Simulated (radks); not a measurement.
Results of a calculation; reference values are marked as such.
Ionisation of the titanium ion Ti+, [Ar] 3d2 4s1, to Ti2+, [Ar] 3d2, under several functionals. Dirac Kohn-Sham, spin-unpolarised, spherical densities, finite nucleus; open shells are shared between the two j in proportion to 2j + 1; a radial shooting solver on a logarithmic mesh with Libxc functionals.

functional  E(Ti+) (hartree)  Exc (hartree)  IE (eV)  -e(HOMO) (eV)  <r> HOMO (bohr)  IE error (eV)
BP86              -853.63619      -42.12017   13.663         10.551            3.170         +0.088
PBEsol            -852.33547      -40.79013   13.471         10.350            3.180         -0.104
AM05              -851.61184      -40.05082   13.438         10.293            3.187         -0.138

NIST Atomic Spectra Database: 13.576 eV (measured). Closest: BP86. The Delta-SCF values span 0.23 eV, the total energies 2.02 hartree. The highest occupied level is 4s1/2. Spin polarisation and multiplet splitting are left out, so open shells lie too high by an amount that depends on their filling.

Beside tabulated values, note that spin-unpolarised runs miss the spin-polarisation part of the exchange energy of open shells.
